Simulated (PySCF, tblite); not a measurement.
Compound: C5H6N2OSi.
Cartesian coordinates in Å at the GFN2-xTB level; atoms count from 1:
```
atom  x, y, z in Å
C1    -2.7095    0.0647   -0.8164
C2    -1.7133   -0.5518   -0.2119
C3    -0.3911    0.1028    0.1017
C4    -0.3893    0.4567    1.5140
N5    -0.3813    0.7076    2.6285
O6     0.6553   -0.7861   -0.1901
Si7    2.2613   -0.5715   -0.2269
C8     2.6571    0.8049   -1.4392
N9     2.8587    1.6576   -2.1772
H10   -3.6422   -0.4343   -1.0122
H11   -2.6375    1.0921   -1.1338
H12   -1.7807   -1.5820    0.1066
H13   -0.2748    1.0332   -0.4766
H14    2.8228   -0.1277    1.0469
H15    2.6601   -1.8581   -0.7652
```

Method used: CAM-B3LYP/def2-SVPD in PySCF (dipole) on a GFN2-xTB geometry, gas phase.

Masses are those of the commonest isotopes; rigid-rotor values at the optimised geometry. The values belong to one conformer with, in the numbering `[CH2:1]=[CH:2][C@@H:3]([C:4]#[N:5])[O:6][SiH2:7][C:8]#[N:9]`, C1–C2–C3–C4 102°, C2–C3–O6–Si7 171°, C3–O6–Si7–C8 -57°.

Question: Give the principal moments of inertia and the rotational constants in MHz.

Answer: Ia = 258.60, Ib = 613.17, Ic = 709.56 u·Å²; 505379 MHz·u·Å²/I gives A = 1954, B = 824.2, C = 712.2 MHz.

Question: What kind of rotor is it?

Answer: An asymmetric top; Ray's κ = -0.820.

Question: What does the inertial defect say?

Answer: Not planar: Δ = Ic − Ia − Ib = -162.22 u·Å². For a rigid frame Δ = −2 Σ m c², so Σ m c² = 81.11 u·Å² lies off the ab plane: 9.25 from hydrogen and 71.86 from heavier atoms. The atom farthest from that plane is 2.15 Å away.

Question: Give the other two planar moments, Paa and Pbb, and the rms extents of the mass along the axes.

Answer: Paa = Σ m a² = (Ib + Ic − Ia)/2 = 532.06 and Pbb = Σ m b² = (Ia + Ic − Ib)/2 = 177.49 u·Å². With the mass M = 138.02 u, the rms extents √(P/M) along a, b and c are 1.96, 1.13, 0.77 Å.

Question: List the rotational levels J(Ka,Kc) to J = 5 (K).

Answer: Above 0(0,0), as E/k:
J = 1: 1(0,1) 0.074, 1(1,1) 0.128, 1(1,0) 0.133
J = 2: 2(0,2) 0.221, 2(1,2) 0.270, 2(1,1) 0.286, 2(2,1) 0.449, 2(2,0) 0.449
J = 3: 3(0,3) 0.441, 3(1,3) 0.483, 3(1,2) 0.515, 3(2,2) 0.670, 3(2,1) 0.672, 3(3,1) 0.955, 3(3,0) 0.955
J = 4: 4(0,4) 0.732, 4(1,4) 0.766, 4(1,3) 0.820, 4(2,3) 0.965, 4(2,2) 0.970, 4(3,2) 1.251, 4(3,1) 1.251, 4(4,1) 1.648, 4(4,0) 1.648
J = 5: 5(0,5) 1.093, 5(1,5) 1.120, 5(1,4) 1.200, 5(2,4) 1.333, 5(2,3) 1.345, 5(3,3) 1.620, 5(3,2) 1.621, 5(4,2) 2.018, 5(4,1) 2.018, 5(5,1) 2.529, 5(5,0) 2.529
Those of J = 1 are B + C, A + C and A + B.

Question: Which types of transition are allowed, and where do some lines up to J = 2 fall?

Answer: The dipole components are |μa| = 1.08 D, |μb| = 1.26 D, |μc| = 2.46 D. The squared components, which scale the intensities, stand as 0.19 : 0.26 : 1.00 (a : b : c). Some lines, for components of 0.1 D or more:

```
type  branch         J(Ka,Kc)   MHz  lower level (cm⁻¹)
   a       Q  2(1,1) ← 2(1,2)   336               0.188
   c       Q  2(1,2) ← 2(0,2)  1026               0.153
   c       Q  1(1,1) ← 1(0,1)  1130               0.051
   b       Q  1(1,0) ← 1(0,1)  1242               0.051
   b       Q  2(1,1) ← 2(0,2)  1362               0.153
   a       R  1(0,1) ← 0(0,0)  1536               0.000
   b       R  2(0,2) ← 1(1,1)  1935               0.089
   b       R  1(1,1) ← 0(0,0)  2667               0.000
   c       R  1(1,0) ← 0(0,0)  2778               0.000
   a       R  2(1,2) ← 1(1,1)  2961               0.089
   a       R  2(0,2) ← 1(0,1)  3065               0.051
   a       R  2(1,1) ← 1(1,0)  3185               0.093
   c       Q  2(2,1) ← 2(1,1)  3390               0.199
   b       Q  2(2,0) ← 2(1,1)  3398               0.199
   b       Q  2(2,1) ← 2(1,2)  3726               0.188
   b       R  2(1,2) ← 1(0,1)  4091               0.051
   c       R  2(1,1) ← 1(0,1)  4427               0.051
   b       R  2(2,1) ← 1(1,0)  6575               0.093
   c       R  2(2,0) ← 1(1,0)  6583               0.093
   c       R  2(2,1) ← 1(1,1)  6687               0.089
   b       R  2(2,0) ← 1(1,1)  6695               0.089
```

Its GFN2-xTB frequencies are all real (lowest 19 cm⁻¹). Constants of a rigid frame at the computed geometry: no zero-point averaging, no centrifugal distortion. Quadrupole hyperfine structure (14N) is left out.
